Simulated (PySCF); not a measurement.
NMR parameters from quadrupole coupling constants

Species: C4H8O2Si.
Z-matrix (Å and degrees, GFN2-xTB geometry), rows numbered from 1:
```
C 
C   1  1.5196
O   2  1.4350  1  107.86
C   3  1.3982  2  111.80  1  -172.66
C   4  1.5215  3  110.60  2    45.15
O   5  1.2039  4  124.08  3   164.64
Si  2  1.9206  1  117.09  3  -115.30
H   1  1.0877  2  110.31  3   -58.89
H   1  1.0862  2  110.14  3    60.53
H   1  1.0865  2  109.84  3  -179.31
H   2  1.1040  1  108.82  3   117.17
H   4  1.1049  3  111.25  2   -73.41
H   4  1.0918  3  107.75  2   167.74
H   7  1.4582  2  114.57  1   -98.15
H   7  1.4584  2  111.92  1    35.53
```

Computed at PBE0/pcSseg-1 (PySCF, non-relativistic):

```csv
atom,environment,nucleus,spin I,Q (b),CQ = χzz (MHz),η
O3,cyclic ether oxygen,17O,5/2,-0.0256,12.059,0.934
O6,carbonyl oxygen,17O,5/2,-0.0256,12.302,0.579
```

Work back to Vxx, Vyy and Vzz; CQ/MHz = 234.96 (Q/b)(Vzz/au).

The tensor is traceless, so η fixes the two smaller values:

| atom | Vxx (au) | Vyy (au) | Vzz (au) | Vzz (10²¹ V/m²) |
| --- | --- | --- | --- | --- |
| O3 | 0.067 | 1.938 | -2.005 | -19.48 |
| O6 | 0.431 | 1.614 | -2.045 | -19.87 |

Give the quadrupolar product PQ = |CQ|√(1 + η²/3), the quadrupolar frequency νQ = 3|CQ|/[2I(2I − 1)] and the Larmor frequency ν0 = |g| × 7.62259 MHz/T × B at 14.1 T, with g(17O) = −0.75752.

```csv
atom,PQ (MHz),νQ (MHz),ν0 (MHz),νQ/ν0
O3,13.70,1.809,81.42,0.022
O6,12.97,1.845,81.42,0.023
```

For O3: PQ = 12.06 × 1.1360, νQ = 12.06 × 0.1500, ν0 = 5.7742 MHz/T × 14.1 T.

Second-order quadrupolar shift of the central transition's centre of gravity (half-integer spins, νQ < ν0/10) at 14.1, 18.8 and 23.5 T.

From −(3/40)(PQ/ν0)²[I(I + 1) − 3/4]/[I(2I − 1)]², which goes as 1/B² (ppm):

```
     site  14.1 T  18.8 T  23.5 T
17O at O3    -170   -95.6   -61.2
17O at O6    -152   -85.7   -54.8
```

In the extreme-narrowing limit, with isotropic tumbling and one correlation time, the quadrupolar linewidth goes as PQ². What relative widths follow for the 17O sites?

O3 1, O6 0.9, with O3 as 1.

Solvent, lattice and vibrations would change these gradients. Isolated species at its GFN2-xTB geometry (one conformer only). GFN2-xTB bond lengths can be off by several hundredths of an ångström, more for odd bonds, and the gradients follow them. The small basis limits the accuracy of the gradients.
